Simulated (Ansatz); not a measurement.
Reactions of C2H7NOSi, SMILES `CN([SiH3])C=O`.

Isolated molecules relaxed with PBE0-D4/def2-TZVP in Ansatz; ΔE leaves out vibrations. CCSD(T)/CBS is the MP2 limit (def2-TZVPP, def2-QZVPP) plus CCSD(T) − MP2 in def2-TZVPP, frozen cores. This one scheme is used for every species, atoms too. For atomizations the MP2-based limit and the directly extrapolated one differ by several kJ/mol either way, and by 10 to 25 for some Ge, Se and Sn compounds, so smaller differences from it don't rank the levels. Open shells (•) are unrestricted, without spin–orbit coupling. Spin–orbit coupling would lower the free atoms: a little for C, O, Si. Each species was taken in one conformer, which may not be the lowest.

(1) Order these by ΔE at CCSD(T)/CBS, lowest first. (Best estimate.)
A. `CN([SiH3])C=O` + `OC[SiH2]S` → `O=COC[SiH2]S` + `CN[SiH3]`
B. `CN([SiH3])C=O` → `C=NCO[SiH3]`
C. `CN([SiH3])C=O` + `[NH2][Al]([OH])[SH]` → `[NH2][Al]([SH])[O][SiH3]` + `CNC=O`
D. `CN([SiH3])C=O` + `CBN[SiH3]` → `CBN([SiH3])[SiH3]` + `CNC=O`
E. `CN([SiH3])C=O` → 2 C• + 7 H• + N• + O• + Si•

Largest T1 diagnostic: 0.015, for `CNC=O`.

## Answers

(1) C (-69.0 kJ/mol), D (+4.6 kJ/mol), A (+15.7 kJ/mol), B (+59.2 kJ/mol), E (+4506.9 kJ/mol).
